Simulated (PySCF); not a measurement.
WO₂Cl₂, SMILES [O]=[W]([Cl])(=[O])[Cl], multiplicity 1.

Geometry: B3LYP-D3(BJ)/def2-SVP. The spin state was assumed, not searched. The isomer is the one that the SMILES or the coordinates give; other isomers of the formula were not compared. The def2 effective core potentials stand for the cores of W; spin–orbit coupling is left out.

These are PBE/def2-TZVP in PySCF values and carry that method's errors.

Isolated molecule, no solvent.

```json
{
  "total_energy": "-1137.80951 hartree",
  "point_group": "C2v",
  "highest_occupied_level": "-8.13 eV",
  "lowest_empty_level": "-4.10 eV",
  "orbital_gap": "4.03 eV",
  "dipole_moment": "1.77 D",
  "quadrupole, principal values (traceless, Buckingham form, about the centre of nuclear charge)": "-2.80, -1.17, 3.97 D·Å",
  "mean_static_polarisability": "68.1 bohr³ (10.09 Å³)",
  "polarisability_principal_values": "58.2, 66.1, 79.9 bohr³"
}
```
